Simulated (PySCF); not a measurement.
Stepwise substitution at one centre (Sn CH3-OCH3). Isolated molecules, 0 K electronic values unless said otherwise. One relaxed conformer stands for each flexible species; it need not be the lowest. Strings in code marks are SMILES.

The numbers are results of PBE-D3(BJ)/def2-TZVP // r2SCAN-D4/def2-SVP in PySCF, not measurements. All candidates: neutral, multiplicity 1. Excitations are Tamm–Dancoff values on a coarser integration grid. The basis has no diffuse functions, so Rydberg states are missing or too high.

| Property | Value |
|---|---|
| HOMO | -5.98 eV |
| S1 excitation (TDA) | 4.26 eV |
| LUMO | -1.85 eV |

Say which member has these values.
(A) `[CH3][Sn]([CH3])([CH3])[CH3]`
(B) `C[O][Sn]([CH3])([O]C)[O]C`
(C) `C[O][Sn]([CH3])([CH3])[O]C` (C–O–Sn–O torsion 59°, O–Sn–O–C torsion 58°)
(D) `C[O][Sn]([O]C)([O]C)[O]C`

B, `C[O][Sn]([CH3])([O]C)[O]C`. The others give `C[O][Sn]([O]C)([O]C)[O]C`: -6.33 eV, 3.71 eV, -2.73 eV; `[CH3][Sn]([CH3])([CH3])[CH3]`: -6.48 eV, 6.43 eV, -0.23 eV; `C[O][Sn]([CH3])([CH3])[O]C` (C–O–Sn–O torsion 59°, O–Sn–O–C torsion 58°): -5.74 eV, 4.78 eV, -1.08 eV
